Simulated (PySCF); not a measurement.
Electronic structure of F⁺ (fluorine, charge +1) at the UHF level

Configuration: [He] 2s2 2p4, high-spin 3P determinant. Calculation: PySCF 2.14, in aug-cc-pwCVDZ (5s4p2d, 27 functions); no relativity, point nucleus.

```
Total energy                                                  : -98.801953 hartree
One-electron energy                                           : -133.0930 hartree
Hartree (Coulomb) energy                                      : 43.9475 hartree
Exchange energy                                               : -9.6564 hartree
Kinetic energy                                                : 98.78407 hartree
⟨S²⟩                                                          : 2.0049
⟨L²⟩                                                          : 2.008
Sum of ⟨r⟩                                                    : 6.192 bohr
Sum of ⟨r²⟩                                                   : 7.232 bohr²
Traceless quadrupole moment −½Σ⟨3z² − r²⟩ along its main axis : -0.565 e·bohr²
Density at the nucleus (Gaussians lack the cusp)              : 431 bohr⁻³
Spin density at the nucleus                                   : -0.0717 bohr⁻³
Langevin diamagnetic susceptibility                           : -5.73 ×10⁻⁶ cm³/mol
```

```tsv
shell	electrons	mean orbital energy (eV)	spread (eV)	rms radius, mean of both spins (bohr)
1s α	1	-740.31	0	0.204
1s β	1	-737.46	0	0.204
2s α	1	-65.494	0	1.06
2s β	1	-54.466	0	1.06
2p α	3	-40.710	3.262	1.11
2p β	1	-35.568	0	1.11
```

Spin-orbit constants ζ (cm⁻¹) from the X2C one-electron operator on these orbitals (non-relativistic here): bare nucleus, nucleus screened by l(l+1)(2l+1)/3 electrons, and screened by the Breit-Pauli mean field of the electrons.

| shell | bare | screened nucleus | mean field |
| --- | --- | --- | --- |
| 2p | 453.8 | 353.0 | 305.7 |

To first order the Landé constant is A = -152.8 cm⁻¹, so the lowest level has J = 2 and lies 0.0189 eV below the centre of the term. This holds in LS coupling only.
